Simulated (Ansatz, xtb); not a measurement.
C4H7B: which of two isomers lies lower

We compare a, `B/C=C\C=C`, a singlet, with b, `BC(=C)C=C`, a singlet. Both are isolated molecules in the gas phase, relaxed with PBE-D3(BJ)/def2-SVP; the shapes shown needn't be the lowest conformers.

a (Å):

```xyz
12

C    -0.2101   -1.6213    0.5879
C     0.0477   -1.1324   -0.6733
C    -0.9235   -0.8585   -1.7145
C    -0.5731   -0.3752   -2.9313
B    -1.5970   -1.9782    1.1493
H    -2.6099   -1.8470    0.4846
H    -1.7081   -2.4044    2.2848
H     0.6807   -1.7573    1.2276
H     1.0966   -0.9140   -0.9565
H    -1.9828   -1.0583   -1.4861
H     0.4813   -0.1684   -3.1806
H    -1.3227   -0.1725   -3.7112
```

b (Å):

```yaml
atoms:
  - { symbol: C, position_ang: [0.5756, 2.1995, -0.5542] }
  - { symbol: C, position_ang: [0.6656, 3.2220, -1.4608] }
  - { symbol: C, position_ang: [-0.6179, 2.1030, 0.3079] }
  - { symbol: C, position_ang: [-0.8505, 1.1577, 1.2436] }
  - { symbol: B, position_ang: [1.7644, 1.1997, -0.5037] }
  - { symbol: H, position_ang: [2.7028, 1.3697, -1.2604] }
  - { symbol: H, position_ang: [1.7983, 0.2534, 0.2602] }
  - { symbol: H, position_ang: [1.5426, 3.3223, -2.1192] }
  - { symbol: H, position_ang: [-0.1304, 3.9821, -1.5696] }
  - { symbol: H, position_ang: [-1.3829, 2.8887, 0.1578] }
  - { symbol: H, position_ang: [-0.1296, 0.3494, 1.4411] }
  - { symbol: H, position_ang: [-1.7747, 1.1675, 1.8410] }
```

Q: Estimate which is lower in electronic energy at CCSD(T)/def2-SVP + ΔMP2/def2-TZVPP, and by roughly how much.

A: Too close to call at this level: CCSD(T)/def2-SVP + ΔMP2/def2-TZVPP gives E(b) − E(a) = +1.48 kcal/mol.

How the difference moves with the method:

```csv
level,geometry,E(b) − E(a) (kcal/mol),departure from the last row (kcal/mol),"job, with rough time for the two"
GFN2-xTB,GFN2-xTB,+3.21,+1.73,"optimisation, 0.2 s"
HF/STO-3G,GFN2-xTB,+2.35,+0.86,"single point, 0.52 s"
r2SCAN-D4/def2-SVP,GFN2-xTB,+4.42,+2.94,"single point, 3.9 s"
PBE-D3(BJ)/def2-SVP,PBE-D3(BJ)/def2-SVP,+4.01,+2.52,"optimisation, 33 s"
HF/def2-SVP,PBE-D3(BJ)/def2-SVP,+2.26,+0.77,part of the CCSD(T) run
MP2/def2-SVP,PBE-D3(BJ)/def2-SVP,+2.21,+0.72,part of the CCSD(T) run
CCSD(T)/def2-SVP,PBE-D3(BJ)/def2-SVP,+1.85,+0.37,single point
CCSD(T)/def2-SVP + ΔMP2/def2-TZVPP,PBE-D3(BJ)/def2-SVP,+1.48,,"single point, 31 s"
```

As drawn, both hold the same kinds of bond in the same numbers.

The largest departure from CCSD(T)/def2-SVP + ΔMP2/def2-TZVPP is that of r2SCAN-D4/def2-SVP, 2.94 kcal/mol. The last row adds to CCSD(T) the change of the MP2 difference between the two basis sets, here −0.37 kcal/mol.

With harmonic frequencies from PBE-D3(BJ)/def2-SVP (ideal gas, rigid rotor, one conformer each, 298.15 K, 1 atm): the zero-point term adds −0.39 kcal/mol; ΔH is +1.17 and ΔG +0.92 kcal/mol.

The correlated steps freeze 5 core orbitals. Programs: Ansatz 0.2.0, xtb 6.7.1; the last row on 2 threads of Intel(R) Xeon(R) Platinum 8259CL CPU @ 2.50GHz (Skylake/Cascade Lake) on a shared host.
